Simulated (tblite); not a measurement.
Species: C₈H₁₄OSi.
Structure used (GFN2-xTB), in Å, numbered top down from 1:
```
atom  x, y, z in Å
C1     0.8942   -0.0419    1.8467
C2     1.2206   -0.0791    0.5634
C3     2.5106   -0.6606    0.0738
C4     0.3449    0.5278   -0.4780
Si5    0.5361    2.4090   -0.5920
C6     0.0257   -0.2334   -1.7179
C7    -1.0602   -0.0363   -0.6918
C8    -1.4806   -1.2146    0.1000
C9    -2.8554   -1.0940    0.7174
O10   -0.7892   -2.1967    0.2414
H11    1.5340   -0.4500    2.6098
H12   -0.0435    0.3706    2.1811
H13    2.9818    0.0102   -0.6436
H14    3.1939   -0.8404    0.8995
H15    2.3215   -1.6104   -0.4250
H16   -0.2918    2.8892   -1.7025
H17    0.0951    3.0124    0.6648
H18    1.9434    2.7140   -0.8490
H19   -0.0677    0.2906   -2.6582
H20    0.4036   -1.2418   -1.8062
H21   -1.8478    0.6754   -0.9084
H22   -3.6035   -1.0471   -0.0719
H23   -3.0555   -1.9534    1.3513
H24   -2.9224   -0.1799    1.3030
```

Calculated harmonic vibrations of the isolated species, GFN2-xTB (tblite), most abundant isotopes, no scaling. Errors from tens to a few hundred cm⁻¹ against measured bands are possible. Modes of hydrogen on silicon can be 10 to 20 % off. One conformer, not necessarily the lowest.

Harmonic wavenumbers (cm⁻¹): 36.5, 54.8, 83.9, 106.8, 108.2, 122.7, 134.1, 157.6, 221.1, 238.0, 305.2, 345.6, 390.3, 464.9, 488.9, 538.8, 552.7, 577.3, 598.4, 639.7, 699.8, 770.0, 777.3, 792.3, 810.6, 860.4, 882.0, 926.0, 949.7, 957.8, 976.2, 998.1, 1019.4, 1036.8, 1043.1, 1070.6, 1081.7, 1117.8, 1166.0, 1238.7, 1307.5, 1365.3, 1382.9, 1393.2, 1418.6, 1455.1, 1457.1, 1463.7, 1476.6, 1483.5, 1711.3, 1743.9, 2245.4, 2275.7, 2280.7, 3006.0, 3017.3, 3020.0, 3030.0, 3036.5, 3046.4, 3058.1, 3072.3, 3090.3, 3100.9, 3127.3.

A = 1488, B = 918.8, C = 754.5 MHz; mass 154.081 u (most abundant isotopes); point group C1, symmetry number 1.

Problem. What is the zero-point energy?

Solution. Half the sum of the wavenumbers: 41703 cm⁻¹ = 119.23 kcal/mol.

Problem. Give the ideal-gas entropy at 200 K and 1 bar in the rigid-rotor, harmonic-oscillator model (classical rotation).

Solution. Translation 39.05, rotation 28.93, vibration 29.04: S = 97.0 cal/(mol K).

Problem. And Cp and H(200 K) − H(0)?

Solution. Cp = 36.75 cal/(mol K), of which vibrations give 28.80 (their classical limit is 66 R = 131.2); H(200 K) − H(0) = 4.66 kcal/mol without the zero-point energy, 3.07 from vibrations.

Problem. What must be added to the electronic energy to get the Gibbs energy at 200 K and 1 bar?

Solution. ZPE + [H(200 K) − H(0)] − T·S = 119.23 + 4.66 − 19.41 = 104.48 kcal/mol.

Problem. Which modes carry the vibrational entropy at 200 K?

Solution. 36.5 cm⁻¹: 4.65; 54.8 cm⁻¹: 3.85; 83.9 cm⁻¹: 3.02; 106.8 cm⁻¹: 2.56; 108.2 cm⁻¹: 2.53; 122.7 cm⁻¹: 2.30 cal/(mol K); the other 60 give 10.13 together.

Hindered rotation and anharmonicity are outside this model. Other conformers, if any are populated, would add a mixing term that is left out. The structure is chiral; the term R ln 2 for an equal mix with its mirror image is left out.
